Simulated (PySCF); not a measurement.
TDDFT excited states: [C7H10NO]+

Compound: C7H10NO (charge +1).
SMILES: `C=Cc1occ[n+]1CC`

Computed, not measured: TDDFT wB97X-D/def2-SVPD, vertical, gas phase, core orbitals frozen in the response (PySCF). Geometry: PBE0-D3(BJ)/def2-SVP, one conformer, isolated ion. Torsions of this conformer, `[CH2:1]=[CH:2][c:3]1[o:4][cH:5][cH:6][n+:7]1[CH2:8][CH3:9]`: C1–C2–C3–O4 1°, C6–N7–C8–C9 -91°.

List the vertical singlet excitations with oscillator strengths and describe the spectrum.

| state | λ (nm) | E (eV) | f | \|μ\| (D) | main configurations (H = HOMO, L = LUMO) |
| --- | --- | --- | --- | --- | --- |
| S1 | 246.1 | 5.04 | 0.436 | 4.78 | H→L (97%) |
| S2 | 181.3 | 6.84 | 0.026 | 0.99 | H-1→L (71%), H→L+1 (21%) |
| S3 | 175.3 | 7.07 | 0.108 | 2.01 | H→L+1 (44%), H-1→L (22%), H-2→L (15%) |
| S4 | 172.1 | 7.20 | 0.0089 | 0.57 | H-5→L (76%), H-4→L (9%) |
| S5 | 160.9 | 7.70 | 0.083 | 1.69 | H-2→L (67%), H→L+1 (9%), H-3→L (8%) |
| S6 | 160.1 | 7.74 | 0.210 | 2.67 | H-3→L (66%), H→L+1 (19%) |

The lowest singlet comes at 246 nm (486 kJ/mol) in the ultraviolet; it is strong; its leading configuration is HOMO→LUMO (97%). The lowest level is also the most intense of those listed (f = 0.436). Löwdin shares by element: HOMO carbon 70% or more (atoms not listed hold the other 30%); LUMO carbon 59% or more, nitrogen 14% (atoms not listed hold the other 27%). The oscillator strengths of these states sum to 0.872; summed over the whole spectrum of an exact calculation they would give the number of electrons, 66 (Thomas–Reiche–Kuhn). Weighted by f, the mean energy of these states is 6.27 eV. Of the 6 states listed, 5 reach f = 0.01 and none stays under 0.0005. Singlets were solved by full linear response.
